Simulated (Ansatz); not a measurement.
Molecule: ZnCl2, charge 0, multiplicity 3. The spin state was set by rule; other spins were not relaxed. SMILES of the parent species: [Cl][Zn][Cl]
Coordinates optimised at B3LYP-D3(BJ)/def2-TZVP (Ansatz, a quantum-chemistry and plane-wave program):
```
Zn
Cl 1 2.3824
Cl 1 2.3824 2 69.72
```
Charge 0, spin multiplicity 3.

Parts of the frozen-core correlation energy in def2-TZVPP (Ansatz, hartree). Frozen orbitals: 19; correlated occupied orbitals by spin: 14 and 12; virtual: 115 and 117. Open shells are spin-unrestricted. No spin-orbit coupling. No relativistic terms.

```json
[
 {"term": "reference (HF)", "value": "-2696.82518"},
 {"term": "MP2 opposite-spin", "value": "-0.57637"},
 {"term": "MP2 same-spin", "value": "[?]"},
 {"term": "CCSD correlation", "value": "[?]"},
 {"term": "(T)", "value": "[?]"},
 {"term": "T1 diagnostic", "value": "0.016"},
 {"term": "largest doubles amplitude", "value": "0.043"},
 {"term": "<S^2> of the reference", "value": "2.029"}
]
```

Question: Fill in the missing entries.

Answer: 
- MP2 same-spin, value: -0.27228
- CCSD correlation, value: -0.83922
- (T), value: -0.03118
